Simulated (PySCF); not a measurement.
## Zn⁺ (zinc, charge +1) across methods

[Ar] 3d10 4s1, 2S determinant. Computed with PySCF 2.14 in def2-QZVPPD (11s6p5d4f2g, 100 functions), with no relativity, point nucleus.

```json
{"method": "MN15", "E (hartree)": "-1779.449", "mean ε 3d α (eV)": "-24.264", "mean ε 3d β (eV)": "-24.159", "mean ε 4s α (eV)": "-15.435", "Σ⟨r²⟩ (bohr²)": "22.66", "⟨S²⟩": "0.751"}
{"method": "M06-L", "E (hartree)": "-1779.040", "mean ε 3d α (eV)": "-20.196", "mean ε 3d β (eV)": "-20.041", "mean ε 4s α (eV)": "-13.947", "Σ⟨r²⟩ (bohr²)": "22.19", "⟨S²⟩": "0.751"}
{"method": "UHF", "E (hartree)": "-1777.56703", "mean ε 3d α (eV)": "-30.614", "mean ε 3d β (eV)": "-30.594", "mean ε 4s α (eV)": "-16.672", "Σ⟨r²⟩ (bohr²)": "22.56", "⟨S²⟩": "0.751"}
{"method": "PBE0", "E (hartree)": "-1778.853", "mean ε 3d α (eV)": "-22.937", "mean ε 3d β (eV)": "-22.781", "mean ε 4s α (eV)": "-14.974", "Σ⟨r²⟩ (bohr²)": "22.45", "⟨S²⟩": "0.751"}
{"method": "LDA", "E (hartree)": "-1776.203", "mean ε 3d α (eV)": "-20.492", "mean ε 3d β (eV)": "-20.300", "mean ε 4s α (eV)": "-14.495", "Σ⟨r²⟩ (bohr²)": "22.46", "⟨S²⟩": "0.751"}
{"method": "HSE06", "E (hartree)": "-1778.853", "mean ε 3d α (eV)": "-22.510", "mean ε 3d β (eV)": "-22.356", "mean ε 4s α (eV)": "-14.667", "Σ⟨r²⟩ (bohr²)": "22.43", "⟨S²⟩": "0.751"}
{"method": "PBE", "E (hartree)": "-1778.829", "mean ε 3d α (eV)": "-20.143", "mean ε 3d β (eV)": "-19.937", "mean ε 4s α (eV)": "-14.230", "Σ⟨r²⟩ (bohr²)": "22.57", "⟨S²⟩": "0.751"}
{"method": "LC-wPBE", "E (hartree)": "-1778.864", "mean ε 3d α (eV)": "-25.398", "mean ε 3d β (eV)": "-25.226", "mean ε 4s α (eV)": "-17.580", "Σ⟨r²⟩ (bohr²)": "22.49", "⟨S²⟩": "0.751"}
```

(1) Estimate the same row for r2SCAN.

Results:

(1) E (hartree) = -1779.078; mean ε 3d α (eV) = -20.411; mean ε 3d β (eV) = -20.212; mean ε 4s α (eV) = -14.567; Σ⟨r²⟩ (bohr²) = 22.40; ⟨S²⟩ = 0.752.
